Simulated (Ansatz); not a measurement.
Relaxation of CH₄BClSi (8 atoms, charge 0, multiplicity 1), to a largest force component of 0.015 eV/Å in at most 40 steps.

All numbers below come from Ansatz, RKS r2SCANh/6-31G.

```xyz
8
Properties=species:S:1:pos:R:3:forces:R:3
C -0.019 1.503 -0.302 0.62 -0.44 -0.04
B 0.378 0.014 -0.115 -0.22 1.60 -0.06
Si 0.148 -1.660 0.561 0.47 0.55 1.34
Cl -0.905 -3.042 -0.541 -1.29 -1.54 -1.52
H -0.833 1.516 -1.031 -0.29 -0.05 -0.23
H -0.410 1.980 0.598 -0.10 -0.12 0.21
H 0.763 2.150 -0.705 0.16 -0.02 -0.13
H 0.877 -2.462 1.536 0.65 0.02 0.41
```

**Question.** Where does it end, and by what steps?

**Answer.** The forces met the threshold. The force dipped under the threshold on the way, but the program's further checks kept it going. Limits of this set-up: no polarisation functions. After 15 steps the energy has fallen by 0.428 eV; Si3 moved furthest, 0.46 Å.

| step | energy less start (eV) | largest force component (eV/Å) | accepted |
| --- | --- | --- | --- |
| 0 | 0.0000 | 1.602 | yes |
| 1 | -0.2831 | 0.705 | yes |
| 2 | -0.3678 | 0.779 | yes |
| 3 | -0.4088 | 0.499 | yes |
| 4 | -0.4220 | 0.201 | yes |
| 5 | -0.4258 | 0.146 | yes |
| 6 | -0.4269 | 0.025 | yes |
| 7 | -0.4272 | 0.015 | yes |
| 8 | -0.4275 | 0.029 | yes |
| 9 | -0.4278 | 0.030 | yes |
| 10 | -0.4280 | 0.025 | yes |
| 11 | -0.4281 | 0.030 | yes |
| 12 | -0.4282 | 0.029 | yes |
| 13 | -0.4283 | 0.024 | yes |
| 14 | -0.4284 | 0.016 | yes |
| 15 | -0.4284 | 0.012 | yes |

```xyz
8
Properties=species:S:1:pos:R:3
C -0.024 1.460 -0.308
B 0.221 0.010 0.077
Si -0.175 -1.690 0.884
Cl -0.737 -2.964 -0.871
H -0.918 1.503 -0.952
H -0.245 2.083 0.569
H 0.807 1.911 -0.860
H 1.071 -2.313 1.462
```

Whether the end is a true minimum wasn't checked by a vibrational analysis.

Time of the run: 79 s on 1 thread of Arm Neoverse V1 (shared host), peak memory 0.16 GiB.
